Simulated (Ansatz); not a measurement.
A geometry relaxed with PBE0-D4/def2-TZVP in Ansatz (a quantum-chemistry and plane-wave program), charge 0, multiplicity 2:

```xyz
5

H      1.8476     0.0831    -0.1307
B      0.0348    -0.6097     0.0229
H     -1.5352     0.5346     0.0591
O     -1.2878    -0.3996     0.0954
O      0.9405     0.3916    -0.0902
```

Task: Write the SMILES of this molecule.

Result: `O[B]O`
